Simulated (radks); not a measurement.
These are the eigenvalues of the occupied orbitals of an atom or ion with whole-number occupations (hartree). All-electron calculation, scalar-relativistic Kohn-Sham, r2SCAN, spin-polarised, spherical densities, finite nucleus; meta-GGA in the generalised Kohn-Sham scheme; Fermi nuclear charge, rms radius of each element as measured or else 0.836 A^(1/3) + 0.57 fm. Program: a radial shooting solver on a logarithmic mesh with Libxc functionals.

orbital  eigenvalue
1s up     -2378.816
1s down   -2378.066
2s up     -550.2984
2s down   -549.3152
2p up     -509.5313
2p down   -508.2723

Which element is it, and in what charge state? The configuration may be excited. Open shells, if any, are filled with parallel spins first.

Answer. Z = 69, thulium, charge +60: Tm60+ in [He] 2s2 2p5. The list shows which subshells hold electrons but not how many an open one holds; the 1s level, -2378.8 hartree, gives Z - s = 69.0 by -(Z - s)^2/2, which with screening and relativity narrows Z to a few neighbours, and the depths of the outer levels then fix element, charge and occupations together.
